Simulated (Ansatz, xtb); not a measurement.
# AlBrH3NO: which of two isomers lies lower

Structure a: `[Br][Al@H-]1[NH2+][O]1`, a singlet. Structure b: `N[O][AlH][Br]`, a singlet. Both are isolated molecules in the gas phase, relaxed with PBE0-D3(BJ)/def2-SVP; the shapes shown needn't be the lowest conformers.

a (Å):

```xyz
7

Al   -0.6991   -1.1481   -1.7276
Br    0.2789   -0.0566   -0.0009
N    -1.6546    0.0849   -2.9304
O    -0.4143   -0.4940   -3.3603
H    -1.5644    1.1030   -2.8890
H    -1.3136   -2.5806   -1.5347
H    -2.3962   -0.1535   -3.5924
```

b (Å):

```yaml
atoms:
  - { symbol: Al, position_ang: [-1.6580, -1.2876, -1.7601] }
  - { symbol: Br, position_ang: [-0.0088, -2.5086, -0.8460] }
  - { symbol: N, position_ang: [-1.2980, 0.8978, -0.1840] }
  - { symbol: O, position_ang: [-2.0373, 0.3010, -1.2353] }
  - { symbol: H, position_ang: [-2.0094, 1.1802, 0.4947] }
  - { symbol: H, position_ang: [-0.9720, 1.7840, -0.5778] }
  - { symbol: H, position_ang: [-2.5459, -1.8384, -2.9309] }
```

Question: Estimate which is lower in electronic energy at CCSD(T)/def2-TZVP, and by roughly how much.

Answer: The CCSD(T)/def2-TZVP calculation puts structure a lower, by 11.1 kcal/mol.

Level by level:

```
               level              geometry  E(b) − E(a) (kcal/mol)  departure from the last row (kcal/mol)  job, with rough time for the two
PBE0-D3(BJ)/def2-SVP  PBE0-D3(BJ)/def2-SVP                     +11.2                                    +0.1                optimisation, 62 s
        HF/def2-TZVP  PBE0-D3(BJ)/def2-SVP                      +8.9                                    −2.1           part of the CCSD(T) run
       MP2/def2-TZVP  PBE0-D3(BJ)/def2-SVP                     +11.3                                    +0.2           part of the CCSD(T) run
   CCSD(T)/def2-TZVP  PBE0-D3(BJ)/def2-SVP                     +11.1                                                        single point, 78 s
```

As drawn, a has 1 Al–N more. Structure a has a 3-membered ring, b no ring.

None of the levels shown reverses the order. The largest departure from CCSD(T)/def2-TZVP is that of HF/def2-TZVP, 2.1 kcal/mol. Levels run at GFN2-xTB geometries aren't shown.

With harmonic frequencies from PBE0-D3(BJ)/def2-SVP (ideal gas, rigid rotor, one conformer each, 298.15 K, 1 atm): on the last row, ΔE + ΔZPE = +10.4, ΔH = +11.0, ΔG = +9.3 kcal/mol.

The correlated steps freeze 16 core orbitals; the filled d shell of Br is correlated, in a basis made for valence electrons. Mirror images aren't counted in ΔG. Run with Ansatz 0.2.0; the last row on 2 threads of Intel(R) Xeon(R) Platinum 8375C CPU @ 2.90GHz (Ice Lake) on a shared host.
